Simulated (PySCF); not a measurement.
A structure optimised at PBE-D3(BJ)/def2-SVP, used in a PySCF frequency run:

```xyz
10

Ga    -0.2171     0.2069     0.2026
F     -1.8994     0.4383     0.6761
O      0.0354    -1.0413    -1.0607
C      1.3305    -1.3657    -1.5259
H      1.2918    -2.3625    -2.0172
H      1.7045    -0.6393    -2.2864
H      2.0970    -1.4294    -0.7166
N      1.0926     1.0690     1.1338
H      0.8184     1.8927     1.6755
H      1.9979     1.2204     0.6825
```
Charge 0, spin multiplicity 1.

Question: Write its SMILES and formula.

Answer: C[O][Ga]([NH2])[F], CH₅FGaNO

Question: What are its rotational constants (standard atomic weights)?

Answer: 5.4765, 2.5748, 1.7747 GHz
